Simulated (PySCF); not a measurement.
Work out the structure from these simulated measurements.

Formula: C2H10BNO2Si2.

- Rotational structure: rotational constants A, B, C: 2.582, 0.912, 0.753 GHz [PBE0-D3(BJ)/def2-SVP]
- XPS: Si2p3/2 106.5, Si2p3/2 106.6, B1s 197.0, C1s 289.7, C1s 290.0, N1s 403.9, O1s 538.9 (×2), Si1s 1846.4, Si1s 1846.5 eV [ΔSCF SCAN, pcX-2 on the ionised atom, pcseg-1 elsewhere, spin-free X2C, 2p3/2 from a spin–orbit splitting computed afterwards within the 2p shell]
- Polarisability: 101.7 au [PBE0/def2-SVPD]
- Triplet: lowest triplet excitation (Tamm–Dancoff): 5.74 eV [TDA PBE0/def2-SVPD]
- 13C NMR: chemical shifts (computed TMS as zero) by class: 8.4 (1 C), 7.5 (1 C) ppm [GIAO CAM-B3LYP/pcSseg-1]
- UV, first state: lowest singlet excitation: 6.04 eV (205 nm, f = 0.011) [TDDFT PBE0/def2-SVPD]

Electronic properties: PySCF, gas phase, density fitting. Levels stand in brackets. One conformer (not necessarily the lowest) at the PBE0-D3(BJ)/def2-SVP geometry, without solvent, vibrations or thermal averaging. NMR values are class means; diastereotopic atoms form classes of their own.

Task: Give a SMILES that accounts for the data.

Result: Numbering: `[OH:1][B:2]([OH:3])[C@@H:4]1[CH2:5][SiH2:6][NH:7][SiH2:8]1`. 2 carbons fall into 2 classes; from least to most shielded: ring sp3 carbon bound to silicon [C4] (8.4 ppm), ring sp3 carbon bound to silicon [C5] (7.5 ppm). The core levels belong to: Si2p3/2 106.5 eV, SiH2 silicon [Si6]; Si2p3/2 106.6 eV, SiH2 silicon [Si8]; B1s 197.0 eV, three-coordinate boron [B2]; C1s 289.7 eV, sp3 carbon bound to silicon [C4]; C1s 290.0 eV, sp3 carbon bound to silicon [C5]; N1s 403.9 eV, nitrogen bridging silicon atoms [N7]; O1s 538.9 eV, boron-bound oxygen [O1/O3]; Si1s 1846.4 eV, SiH2 silicon [Si6]; Si1s 1846.5 eV, SiH2 silicon [Si8]. One atom of each topological class was ionised and stands for its class. The optimised geometry has point group C1 and is an asymmetric top. Structure: `OB(O)[C@@H]1C[SiH2]N[SiH2]1`. The assignments are read from this structure; whether some other isomer fits the data as well wasn't checked. The mirror image fits equally.
